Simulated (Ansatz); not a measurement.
C$_{6}$H$_{15}$In (`C[CH](C)[InH][CH](C)C`). Total charge 0; spin multiplicity 1. In takes the def2 core potential. All single points use the PBE0-D4/def2-TZVP geometry. It is one conformer, not always the lowest.

```xyz
22

C     0.387    3.166    0.323
C     0.671    1.725   -0.070
C     0.774    1.573   -1.585
In   -0.814    0.321    0.711
C    -0.378   -1.820    0.832
C    -1.598   -2.675    0.518
C     0.820   -2.217   -0.020
H     0.374    3.308    1.407
H    -0.582    3.505   -0.057
H     1.147    3.846   -0.086
H     1.629    1.420    0.367
H     1.047    0.557   -1.886
H     1.536    2.248   -1.997
H    -0.167    1.825   -2.086
H    -2.381    0.909    1.204
H    -0.116   -1.975    1.887
H    -1.379   -3.743    0.654
H    -2.452   -2.431    1.156
H    -1.923   -2.553   -0.521
H     0.622   -2.072   -1.088
H     1.067   -3.278    0.112
H     1.715   -1.639    0.224
```

(1) What is the dipole moment at B3LYP/def2-TZVPP? (An estimate is asked.)

(2) And with PBE, r2SCAN, ωB97M-V? (Estimate.)

(3) Give the Mulliken charges with B3LYP, ωB97M-V, PBE in def2-TZVPP. (An estimate is asked.)

Answers

(1) Ansatz gave: 0.84 D, with components (0.79, -0.29, 0.03) D in this frame, pointing from negative to positive charge.

(2) The calculation gave: PBE 0.87 D, r2SCAN 0.85 D, ωB97M-V 0.78 D.

(3) Computed: 
```tsv
atom	B3LYP	ωB97M-V	PBE
C1	-0.26	-0.32	-0.26
C2	-0.22	-0.32	-0.20
C3	-0.30	-0.35	-0.30
In4	0.61	0.54	0.54
C5	-0.20	-0.28	-0.18
C6	-0.27	-0.33	-0.27
C7	-0.28	-0.35	-0.27
H8	0.08	0.10	0.08
H9	0.08	0.11	0.08
H10	0.07	0.10	0.07
H11	0.07	0.12	0.07
H12	0.09	0.11	0.09
H13	0.07	0.10	0.07
H14	0.08	0.11	0.08
H15	-0.16	-0.11	-0.15
H16	0.06	0.11	0.07
H17	0.07	0.10	0.07
H18	0.09	0.12	0.09
H19	0.07	0.10	0.07
H20	0.07	0.11	0.08
H21	0.08	0.11	0.07
H22	0.09	0.11	0.09
```

B3LYP here is the variant with VWN-RPA as its local correlation; programs differ in this.
